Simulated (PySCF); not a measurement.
(Z)-2,3-difluorobut-2-ene (C4H6F2), SMILES C/C(F)=C(/F)C. Geometry optimised at PBE-D3(BJ)/def2-SVP.

These are PBE-D3(BJ)/def2-SVP (PySCF 2.14.0) values and carry that method's errors.

Harmonic wavenumbers (cm⁻¹): 154, 155, 184, 239, 329, 353, 402, 535, 543, 716, 926, 955, 1007, 1008, 1129, 1227, 1257, 1359, 1359, 1384, 1388, 1406, 1406, 1761, 2965, 2967, 3032, 3032, 3098, 3105. Rotational constants (GHz): 4.882, 3.063, 1.928; symmetry number 2.

Task: Work out the zero-point energy and the ideal-gas rigid-rotor harmonic-oscillator thermochemistry at 298.15 K and 1 atm.

Result: ZPE = ½ Σ hcν = ½ × 39384 cm⁻¹ = 56.30 kcal/mol. H − E(el) = 61.29 kcal/mol. Entropy in cal/(mol K): translation 39.47, rotation 25.44, vibration 14.79, total 79.70. G − E(el) = 37.53 kcal/mol. Cp = 26.12 cal/(mol K).
